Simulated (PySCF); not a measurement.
**Spinor energies of Pr²⁸⁺ (praseodymium, charge +28)**

Start: [Ar] 3d10 4s2 4p1; 4p1/2 filled at m_j = +1/2. Calculated with PySCF 2.14 in an uncontracted even-tempered set (17 s from 2.4 bohr⁻², ratio 2.8; 13 p from 3.1 bohr⁻², ratio 2.8; 8 d from 5.6 bohr⁻², ratio 2.8; 4 f from 14 bohr⁻², ratio 3): generalised Hartree-Fock with the X2C-1e Hamiltonian and a Gaussian nucleus; one run each with spin-orbit coupling (SO) switched off, then screened by Boettger's factors.

| spinor shell | electrons | ε, spin-free (eV) | ε, screened SO (eV) | weight of nominal j (screened SO) | rms radius, screened SO (bohr) |
| --- | --- | --- | --- | --- | --- |
| 1s1/2 | 2 | -43173.7 | -43166.7 | 1.000 | 0.0275 |
| 2s1/2 | 2 | -7858.0 | -7855.3 | 1.000 | 0.111 |
| 2p1/2 | 2 | -7128.2 | -7467.0 | 1.000 | 0.0956 |
| 2p3/2 | 4 | -7128.2 | -6978.2 | 1.000 | 0.102 |
| 3s1/2 | 2 | -2440.6 | -2439.2 | 1.000 | 0.286 |
| 3p1/2 | 2 | -2202.1 | -2273.4 | 1.000 | 0.277 |
| 3p3/2 | 4 | -2202.1 | -2169.3 | 1.000 | 0.290 |
| 3d3/2 | 4 | -1877.2 | -1889.6 | 1.000 | 0.259 |
| 3d5/2 | 6 | -1877.2 | -1867.2 | 1.000 | 0.263 |
| 4s1/2 | 2 | -1080.6 | -1080.1 | 0.999 | 0.615 |
| 4p1/2 | 1 | -1004.5 | -1024.8 | 1.000 | 0.615 |

```
   quantity    spin-free  screened SO
E (hartree)  -8835.34662  -8840.26529
        M_J          1/2          1/2
       ⟨J²⟩        1.094        0.752
       ⟨L²⟩        2.007        2.026
       ⟨S²⟩        0.752        0.772
```

Each row is a mean over spinors that exchange with the open shell spreads, by up to 4.713 eV (3p1/2).

Breit and QED terms are absent; they matter most for the inner s and p1/2 levels.

Densities and radii are taken from the X2C orbitals without a picture-change correction, which distorts them close to the nucleus.

Without spin-orbit coupling the j labels of p, d and f shells carry no meaning; the spin-free column gives the mean over the occupied spinors of each nl shell, and its ⟨J²⟩ belongs to a mixture of degenerate components.
